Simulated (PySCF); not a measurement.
**[Gd(CH3)2]+ relaxed at several levels**

Computed with PySCF 2.14.0, def2-SVP on the ligands, density fitting, scalar-relativistic core potentials, no spin-orbit coupling, vacuum. Each row is relaxed at its own level from the same template. Distances are means of the shortest metal–ligand contacts, charges and spins Mulliken's; removal energies are rigid, with the ligand's formal charge and no counterpoise, so too large; for an anion taken off a cation in vacuum most of it is the attraction of opposite charges, and multiply charged cations can part far more cheaply with an electron moved from ligand to metal. lcecp potentials hold a fixed number of 4f electrons in the core, out of states, spins and gaps.

| level | basis on the metal | point group | M–CH3 (Å) | charge on M (e) | removal of one CH3 (eV) | unstable modes (below −25 cm⁻¹) |
| --- | --- | --- | --- | --- | --- | --- |
| TPSS | lcecp-1-SVP with ECP53 | C1, nearly Cs | 2.305 | 1.25 | 15.51 | not given |

Question: What does the calculation give for PBE0, lcecp-1-SVP with ECP53?

Answer: point group: nearly Cs, M–CH3 (Å): 2.281, charge on M (e): 1.28, removal of one CH3 (eV): 15.59, unstable modes (below −25 cm⁻¹): 1 (soft).
```xyz
9

Gd    0.0425    1.4692   -0.0017
C     0.0001    0.0239    1.7639
H    -0.8869   -0.6368    1.7063
H     0.8817   -0.6463    1.7418
H    -0.0165    0.5193    2.7532
C     0.0006    0.0107   -1.7533
H    -0.8958    0.1503   -2.3900
H     0.8802    0.1322   -2.4162
H    -0.0064   -1.0383   -1.4040
```

Members with unstable modes aren't minima as they stand: saddle points kept by symmetry or, where the modes are soft, flat surfaces and noise. Moved off a saddle point of the template and relaxed again: PBE0, TPSS. One start shape was tried for each, so a minimum needn't be the lowest isomer.
